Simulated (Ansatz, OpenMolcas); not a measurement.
How methods differ on C3H5Ga (SMILES C#[C][GaH][CH3])

C3H5Ga has 9 atoms, charge 0, and is taken as a singlet. SMILES: `C#[C][GaH][CH3]`. Geometry: relaxed at PBE0-D4/def2-TZVP.

```xyz
9

C     1.4987    0.8168   -2.1387
C     0.9500    0.7452   -1.0628
Ga    0.0688    0.6112    0.6437
C    -1.0361   -0.9725    0.9664
H     1.9837    0.8831   -3.0861
H     0.2926    1.7831    1.6555
H    -0.4514   -1.8772    0.7821
H    -1.4352   -1.0063    1.9800
H    -1.8710   -0.9835    0.2600
```

Quantity: the energy change with the C4–H7 bond stretched from 1.093 to 2.404 Å, in eV. The values are calculated.

| level | kind | program | value (eV) | CPU time (all runs) |
| --- | --- | --- | --- | --- |
| HF/6-31G* (spherical functions) (restricted) | Hartree–Fock | OpenMolcas | 5.56 | 26 s |
| revPBE/6-31G* (spherical functions) (restricted) | GGA | OpenMolcas | 4.45 | 81 s |
| r2SCAN/6-31G* (spherical functions) (restricted) | meta-GGA | Ansatz | 4.73 | 20 s |
| B3LYP/6-31G* (spherical functions) (restricted) | global hybrid | OpenMolcas | 4.73 | 84 s |
| BHLYP/6-31G* (spherical functions) (restricted) | global hybrid | Ansatz | 5.20 | 14 s |
| B2PLYP/6-31G* (spherical functions) (restricted) | double hybrid | Ansatz | 4.78 | 18 s |
| PBE-QIDH/6-31G* (spherical functions) (restricted) | double hybrid | Ansatz | 5.13 | 19 s |
| MP2/6-31G* (spherical functions) (restricted) | perturbation theory | Ansatz | 4.96 | 8.6 s |

All-electron rows without a relativistic Hamiltonian named are non-relativistic. The first shape isn't each level's own minimum. The values span 4.45 to 5.56 eV. In the correlated wave-function rows the outer d shell of Ga is correlated, in sets not made for it. CPU times are rough (shared hosts, several kinds of processor and program).
